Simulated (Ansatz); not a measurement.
Molecule: C2H10O2Si2, charge 0, multiplicity 1. SMILES: O[Si](C)(C)[SiH2]O
Geometry from a B3LYP-D3(BJ)/def2-TZVP (Ansatz, a quantum-chemistry and plane-wave program) optimisation:
```xyz
16

C     -0.8720     1.8916    -1.1286
Si    -0.6303     0.2479    -0.2599
C     -2.1352    -0.1194     0.7973
O     -0.3819    -0.9843    -1.3704
Si     1.4099     0.0620     0.9036
O      2.0191    -1.4350     0.5191
H     -0.0306     2.1188    -1.7854
H     -1.7854     1.8942    -1.7301
H     -0.9564     2.7022    -0.4000
H     -2.0387    -1.0820     1.3026
H     -3.0485    -0.1406     0.1958
H     -2.2634     0.6494     1.5635
H     -1.0798    -1.1994    -1.9947
H      2.3640     1.1361     0.5145
H      1.2591     0.1357     2.3785
H      1.6121    -1.8322    -0.2589
```
Charge 0, spin multiplicity 1.

Quantity: atomisation energy (electronic, to ground-state atoms), in kcal/mol. Correlated levels leave the core frozen unless marked. UHF or UKS for open shells. Spin-orbit coupling is left out. Non-relativistic. The coupled-cluster limit lacks core correlation, which all-electron functionals hold. Basis-set limits of correlation are two-point, X^-3; Hartree-Fock from the larger set. [CCSD(T)-MP2]/basis is that difference in the basis named.

```json
[
 {"level": "revPBE-D3(BJ)/def2-TZVPD", "program": "Ansatz + dftd3", "atomisation energy (kcal/mol)": "1392.2"},
 {"level": "B3LYP/def2-TZVPD", "program": "Ansatz", "atomisation energy (kcal/mol)": "1398.5"},
 {"level": "r2SCANh-D4/def2-TZVPD", "program": "Ansatz + dftd4", "atomisation energy (kcal/mol)": "1409.6"},
 {"level": "RI-MP2/CBS(cc-pV(T+d)Z,cc-pV(Q+d)Z)", "program": "Ansatz", "atomisation energy (kcal/mol)": "1438.5"},
 {"level": "SCS-MP2/STO-3G", "program": "Ansatz", "atomisation energy (kcal/mol)": "1392.1"},
 {"level": "RI-MP2/CBS(cc-pV(T+d)Z,cc-pV(Q+d)Z)+[CCSD(T)-MP2]/cc-pV(T+d)Z", "program": "Ansatz", "atomisation energy (kcal/mol)": "1422.9"},
 {"level": "CCSD(T)/CBS(cc-pV(T+d)Z,cc-pV(Q+d)Z)", "program": "Ansatz", "atomisation energy (kcal/mol)": "1422.1"}
]
```
